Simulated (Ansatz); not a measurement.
`[Li][Ag]` + HI → `[Li][I]` + `[AgH]` at 298.15 K and 1 bar (cleavage of the Li–Ag bond).

Program: Ansatz. Geometries: PBE0-D4/def2-TZVP. ΔE: electronic, gas phase. CCSD(T)/CBS is the MP2 limit (def2-TZVPP, def2-QZVPP) plus CCSD(T) − MP2 in def2-TZVPP, frozen cores. Elements past krypton have def2 core potentials. For Ag, I, Li outer-core shells are correlated without core-valence functions, which leaves a few kJ/mol of doubt a bond.

```
   species  CCSD(T)/CBS energy (Eh)  H − E (kJ/mol)  S (J/(mol·K))
`[Li][Ag]`               -154.44244            11.8          231.8
        HI               -298.03592            22.7          206.5
 `[Li][I]`               -305.01891            12.3          232.0
   `[AgH]`               -147.49153            19.3          204.5
```

H − E and S are ideal-gas, rigid-rotor, harmonic terms from PBE0-D4/def2-TZVP. 1 Eh = 2625.50 kJ/mol, R = 8.31446 J/(mol·K).

Q: By hand: ΔE, ΔH, ΔS and ΔG.

A: ΔE = (-305.01891) + (-147.49153) − (-154.44244) − (-298.03592) = -0.03208 Eh = -84.2 kJ/mol. Δ(H − E) = 12.3 + 19.3 − 11.8 − 22.7 = -2.9, so ΔH = -87.1 kJ/mol. ΔS = 232.0 + 204.5 − 231.8 − 206.5 = -1.8 J/(mol·K). ΔG = -87.1 − 298.15 × (-1.8)/1000 = -86.6 kJ/mol.

Q: By hand: the equilibrium constant, and the temperature at which ΔG would vanish if ΔH and ΔS stayed fixed.

A: log₁₀ K = −ΔG/(RT ln 10) = 15.2. ΔG = 0 at ΔH/ΔS = 48389 K, far beyond where these terms or the molecules hold.

The number of gas molecules stays the same, so ΔS is small and ΔH decides. A doubt of 5 kJ/mol in ΔE shifts log₁₀ K by 0.9 here. These are equilibria of isolated gas molecules and say nothing of rates. Largest T1 diagnostic: 0.028 (customary marks: 0.02 for closed shells, 0.045 for open ones).
